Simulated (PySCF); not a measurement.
Mg(H)(iPr) (C₃H₈Mg), SMILES C[CH](C)[MgH].

Coordinates come from a r2SCAN-D4/def2-SVP optimisation. The structure was generated by enumeration; whether it is a known compound was not checked.

All values below come from TDDFT-PBE/def2-SVPD (PySCF).

Vertical excitations.  State labels are in the subgroup Cs.

Computed UV-visible absorptions:
| state | symmetry | energy (eV) | λ (nm) | f | main pairs |
|---|---|---|---|---|---|
| S1 | A' | 3.93 | 315 | 0.001 | HOMO→LUMO 97 % |
| S2 | A" | 3.97 | 313 | 0.003 | HOMO→LUMO+1 100 % |
| S3 | A' | 4.50 | 275 | 0.126 | HOMO→LUMO+2 90 % |
| S4 | A' | 5.56 | 223 | 0.012 | HOMO→LUMO+3 88 % |
| S5 | A' | 5.85 | 212 | 0.122 | HOMO−1→LUMO 86 % |
| S6 | A" | 5.89 | 211 | 0.146 | HOMO−1→LUMO+1 96 % |
| S7 | A' | 5.91 | 210 | 0.204 | HOMO→LUMO+4 80 % |
| S8 | A" | 6.08 | 204 | 0.001 | HOMO→LUMO+6 100 % |
| S9 | A' | 6.12 | 203 | 0.041 | HOMO→LUMO+5 93 % |
| S10 | A' | 6.25 | 198 | 0.210 | HOMO−1→LUMO+2 74 % |
| T1 | A' | 3.67 | 338 | 0 | HOMO→LUMO+2 86 % |
| T2 | A' | 3.75 | 330 | 0 | HOMO→LUMO 87 % |
| T3 | A" | 3.78 | 328 | 0 | HOMO→LUMO+1 100 % |
| T4 | A' | 5.19 | 239 | 0 | HOMO−1→LUMO 95 % |
Triplets are in the Tamm–Dancoff approximation, which puts them higher than full response would, so one can lie above its singlet here.
